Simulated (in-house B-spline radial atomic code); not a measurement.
Ti is squeezed into an impenetrable sphere of radius R (the orbitals vanish at R). No spin polarisation. Level of theory: non-relativistic LDA VWN5, spherical fractional occupations, point nucleus; calculated with an all-electron radial atomic-structure program (B-spline basis).

Energies in eV above the free atom in [Ar] 3d2 4s2:

```json
{"R (bohr)": "7.12", "highest level (eV)": "-3.86", "[Ar] 3d2 4s2": "0.5231", "[Ar] 3d2 4s1 4p1": "4.111", "[Ar] 3d1 4s2 4f1": "15.68", "-dE/dV in [Ar] 3d2 4s2 (GPa)": "0.934"}
{"R (bohr)": "6.09", "highest level (eV)": "-2.93", "[Ar] 3d2 4s2": "1.545", "[Ar] 3d2 4s1 4p1": "5.59", "[Ar] 3d1 4s2 4f1": "19.07", "-dE/dV in [Ar] 3d2 4s2 (GPa)": "3.78"}
{"R (bohr)": "4.62", "highest level (eV)": "1.21", "[Ar] 3d2 4s2": "7.519", "[Ar] 3d2 4s1 4p1": "13.03", "[Ar] 3d1 4s2 4f1": "31.55", "-dE/dV in [Ar] 3d2 4s2 (GPa)": "33.8"}
{"R (bohr)": "4.23", "highest level (eV)": "3.75", "[Ar] 3d2 4s2": "11.7", "[Ar] 3d2 4s1 4p1": "17.93", "[Ar] 3d1 4s2 4f1": "38.68", "-dE/dV in [Ar] 3d2 4s2 (GPa)": "65.1"}
{"R (bohr)": "3.39", "highest level (eV)": "15.2", "[Ar] 3d2 4s2": "32.73", "[Ar] 3d2 4s1 4p1": "41.36", "[Ar] 3d1 4s2 4f1": "69.62", "-dE/dV in [Ar] 3d2 4s2 (GPa)": "322"}
{"R (bohr)": "3.14", "highest level (eV)": "21.7", "[Ar] 3d2 4s2": "45.87", "[Ar] 3d2 4s1 4p1": "55.53", "[Ar] 3d1 4s2 4f1": "87.18", "-dE/dV in [Ar] 3d2 4s2 (GPa)": "557"}
{"R (bohr)": "2.46", "highest level (eV)": "59.2", "[Ar] 3d2 4s2": "130.2", "[Ar] 3d2 4s1 4p1": "143.3", "[Ar] 3d1 4s2 4f1": "189.8", "-dE/dV in [Ar] 3d2 4s2 (GPa)": "3160"}
{"R (bohr)": "2.39", "highest level (eV)": "66", "[Ar] 3d2 4s2": "147", "[Ar] 3d2 4s1 4p1": "160.3", "[Ar] 3d1 4s2 4f1": "209.1", "-dE/dV in [Ar] 3d2 4s2 (GPa)": "3870"}
{"R (bohr)": "1.87", "highest level (eV)": "157", "[Ar] 3d2 4s2": "400", "[Ar] 3d2 4s1 4p1": "414.5", "[Ar] 3d1 4s2 4f1": "490.7", "-dE/dV in [Ar] 3d2 4s2 (GPa)": "20900"}
{"R (bohr)": "1.28", "highest level (eV)": "514", "[Ar] 3d2 4s2": "1660", "[Ar] 3d2 4s1 4p1": "1657", "[Ar] 3d1 4s2 4f1": "1829", "-dE/dV in [Ar] 3d2 4s2 (GPa)": "241000"}
```

(1) Does [Ar] 3d2 4s1 4p1 fall below [Ar] 3d2 4s2 under compression?

(2) Does [Ar] 3d1 4s2 4f1 fall below [Ar] 3d2 4s2 under compression?

The highest level is first positive in the row R = 4.62 bohr, pushed up by confinement above the zero of the free ion's potential. Each configuration is held fixed and needn't be the lowest in the sphere.

## Answers

(1) Yes, between R = 1.87 and 1.28 bohr the order changes (near 1.39 bohr by linear interpolation).

(2) No, it stays above over the whole range.
